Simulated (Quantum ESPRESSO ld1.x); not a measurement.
Task: All-electron atom: Rh2+ in [Kr] 4d7. All-electron calculation, scalar-relativistic Kohn-Sham, LDA (Slater exchange, VWN5 correlation), spin-polarised, spherical densities, point nucleus; open shells are filled with parallel spins first. Program: ld1.x of Quantum ESPRESSO 7.5. Some entries of the table are withheld. Estimate them.

orbital,occ.,eigenvalue (eV),<r> (bohr),r(max) (bohr)
1s up,1,-23030.148,0.03266,0.021
1s down,1,-23030.142,0.03266,0.021
2s up,1,-3357.926,0.1421,0.120
2s down,1,-3357.450,0.1421,0.120
2p up,3,-3013.617,0.1238,0.096
2p down,3,-3013.243,0.1238,0.096
3s up,1,-616.962,0.3914,0.351
3s down,1,-616.626,0.3914,0.351
3p up,3,-503.803,0.3911,0.345
3p down,3,-503.438,0.3910,0.345
3d up,5,-322.312,(1),0.290
3d down,5,-321.826,(2),0.292
4s up,1,-104.389,0.9774,(3)
4s down,1,-102.387,0.9758,(4)
4p up,3,-72.267,1.074,0.939
4p down,3,-70.198,1.074,0.939
4d up,5,-26.842,1.439,1.13
4d down,2,-24.857,1.458,1.13

Result: 
(1) 3d up <r> (bohr): 0.3707
(2) 3d down <r> (bohr): 0.3706
(3) 4s up r(max) (bohr): 0.881
(4) 4s down r(max) (bohr): 0.881
